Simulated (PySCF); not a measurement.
stibine cation (H3Sb), SMILES [SbH3] (connectivity only; charge and spin as stated), charge +1, multiplicity 2.

Coordinates come from a PBE-D3(BJ)/def2-TZVPD optimisation. The multiplicity is an assumed one; other spin states were not compared. The def2 effective core potentials stand for the cores of Sb; spin–orbit coupling is left out.

The numbers are results of PySCF with CAM-B3LYP/def2-TZVPD, not measurements.

Task: Estimate the frontier levels, dipole moment and polarisability. (The exact figures need the calculation; the answer reports its results.)

Result: 
```
Quantity                                                            Value
------------------------------------------------  -----------------------
α spin, highest occupied and lowest empty level       -15.58 and -5.65 eV
β spin, highest occupied and lowest empty level       -18.34 and -9.93 eV
dipole moment about the centre of nuclear charge                   0.33 D
mean static polarisability                           32.6 bohr³ (4.84 Å³)
polarisability, principal values                   27.4, 35.3, 35.3 bohr³
⟨S²⟩                                              0.752 (pure state 0.75)
```
